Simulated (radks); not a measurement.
Results of a calculation; reference values are marked as such.
These are the eigenvalues of the occupied orbitals of an atom or ion with whole-number occupations (eV). Code: a radial shooting solver on a logarithmic mesh with Libxc functionals. Model: scalar-relativistic Kohn-Sham, PBEsol, spin-unpolarised, spherical densities, finite nucleus; Fermi nuclear charge, rms radius of each element as measured or else 0.836 A^(1/3) + 0.57 fm.

| orbital | eigenvalue |
|---|---|
| 1s | -23045.66 |
| 2s | -3359.407 |
| 2p | -3013.569 |
| 3s | -617.4083 |
| 3p | -503.7187 |
| 3d | -321.7623 |
| 4s | -103.3641 |
| 4p | -71.1853 |
| 4d | -25.7363 |

Which element is it, and in what charge state? The configuration may be excited.

Answer. Z = 45, rhodium, charge +2: Rh2+ in [Kr] 4d7. The list shows which subshells hold electrons but not how many an open one holds; the 1s level, -846.91 hartree, gives Z - s = 41.2 by -(Z - s)^2/2, which with screening and relativity narrows Z to a few neighbours, and the depths of the outer levels then fix element, charge and occupations together.
